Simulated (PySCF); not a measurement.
## `InChI=1S/C4H4ClFO/c5-4(2-7)1-3(4)6/h1,7H,2H2/t4-/m1/s1`

Geometry:
```csv
atom,x (Å),y (Å),z (Å)
O1,-1.629,-1.185,-0.657
C2,-1.002,0.056,-0.589
C3,0.167,0.117,0.390
Cl4,-0.173,-0.868,1.863
C5,0.972,1.372,0.605
C6,1.576,0.359,0.045
F7,2.663,-0.157,-0.468
H8,-1.789,-1.498,0.245
H9,-1.725,0.835,-0.294
H10,-0.639,0.281,-1.595
H11,0.984,2.357,1.000
```

Theory: PySCF, TDDFT LC-wPBE/def2-SVPD circular dichroism and optical rotation, one conformer, gas phase. Geometry: GFN2-xTB, dihedral held. The dihedral O1–C2–C3–C5 is held at 180°.

Stereocentres: C3 R.

Q: What is the specific rotation at 633, 589.3, 546, 436, 405, 365, 355 nm?

A: [α] in deg dm⁻¹ (g/mL)⁻¹:
```csv
λ (nm),origin-invariant length gauge,modified velocity gauge,length gauge (centre of mass),isotropic polarisability (au)
633,-53.1,-56.7,-55.7,63.7
589.3,-63.1,-67.2,-66.1,63.9
546,-76.2,-81.1,-79.8,64.1
436,-139.1,-146.5,-144.9,65.1
405,-172.5,-181.0,-179.4,65.6
365,-238.5,-248.7,-247.3,66.4
355,-261.4,-272.0,-270.7,66.7
```

Q: And for the mirror image at 589.3 nm?

A: +63.1 deg dm⁻¹ (g/mL)⁻¹ (origin-invariant length gauge): the same size and the opposite sign.

Q: What is the molar rotation [Φ] = [α]·M/100 of the geometry above at 589.3 nm?

A: With M = 122.52 g/mol, -77.3 deg cm² dmol⁻¹ (origin-invariant length gauge).

The first excitation lies at 6.95 eV (178 nm) with R = +20.0 × 10⁻⁴⁰ esu² cm² (velocity form).
